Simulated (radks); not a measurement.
The numbers below are computed, except where a source is named.
Question: These are the eigenvalues of the occupied orbitals of an atom or ion with whole-number occupations (hartree). Level of theory: non-relativistic Kohn-Sham, exchange-only B88, spin-polarised, spherical densities, point nucleus (a radial shooting solver on a logarithmic mesh with Libxc functionals).

1s up: -55.41329
1s down: -55.41169
2s up: -3.91606
2s down: -3.91405
2p up: -2.52483
2p down: -2.52211
3s up: -0.27255
3s down: -0.23655
3p up: -0.09166

Which element is it, and in what charge state? The configuration may be excited. Open shells, if any, are filled with parallel spins first.

Answer: Z = 13, aluminium, charge 0: Al in [Ne] 3s2 3p1. The list shows which subshells hold electrons but not how many an open one holds; the 1s level, -55.413 hartree, gives Z - s = 10.5 by -(Z - s)^2/2, which with screening narrows Z to a few neighbours, and the depths of the outer levels then fix element, charge and occupations together.
